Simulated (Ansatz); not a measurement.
`F[Si](F)(Cl)I` + CH₃SH → `CS[Si](F)(F)Cl` + HI at 298.15 K and 1 bar (ligand exchange at the Si–I bond).

Computed with Ansatz on PBE0-D4/def2-TZVP structures; ΔE is electronic, products minus reactants. CBS: MP2 limit from def2 TZ/QZ plus the TZ coupled-cluster correction, frozen cores. This one scheme is used for every species. Elements past krypton have def2 core potentials. For I outer-core shells are correlated without core-valence functions, which leaves a few kJ/mol of doubt a bond. One conformer a species, not always the lowest.

| species | CCSD(T)/CBS energy (Eh) | H − E (kJ/mol) | S (J/(mol·K)) |
| --- | --- | --- | --- |
| `F[Si](F)(Cl)I` | -1246.11308 | 42.3 | 349.8 |
| CH₃SH | -438.22835 | 133.0 | 253.2 |
| `CS[Si](F)(F)Cl` | -1386.30078 | 149.4 | 381.8 |
| HI | -298.03592 | 22.7 | 206.5 |

H − E and S are ideal-gas, rigid-rotor, harmonic terms from PBE0-D4/def2-TZVP, for one conformer and one mirror image of each species. 1 Eh = 2625.50 kJ/mol, R = 8.31446 J/(mol·K).

Q: By hand: ΔE, ΔH, ΔS and ΔG.

A: ΔE = (-1386.30078) + (-298.03592) − (-1246.11308) − (-438.22835) = 0.00473 Eh = 12.4 kJ/mol. Δ(H − E) = 149.4 + 22.7 − 42.3 − 133.0 = -3.2, so ΔH = 9.2 kJ/mol. ΔS = 381.8 + 206.5 − 349.8 − 253.2 = -14.7 J/(mol·K). ΔG = 9.2 − 298.15 × (-14.7)/1000 = 13.6 kJ/mol.

Q: By hand: the equilibrium constant, and the temperature at which ΔG would vanish if ΔH and ΔS stayed fixed.

A: log₁₀ K = −ΔG/(RT ln 10) = -2.4. ΔH and −TΔS have one sign here, so there is no such temperature.

TΔS isn't small against ΔH here. A doubt of 5 kJ/mol in ΔE shifts log₁₀ K by 0.9 here. Other conformers and mirror images would add mixing entropy, several J/(mol·K) or more a flexible species. Modes under 60 cm⁻¹, often nearly free rotors, make the harmonic entropy too high. These are equilibria of isolated gas molecules and say nothing of rates. Largest T1 diagnostic: 0.011 (customary marks: 0.02 for closed shells, 0.045 for open ones).
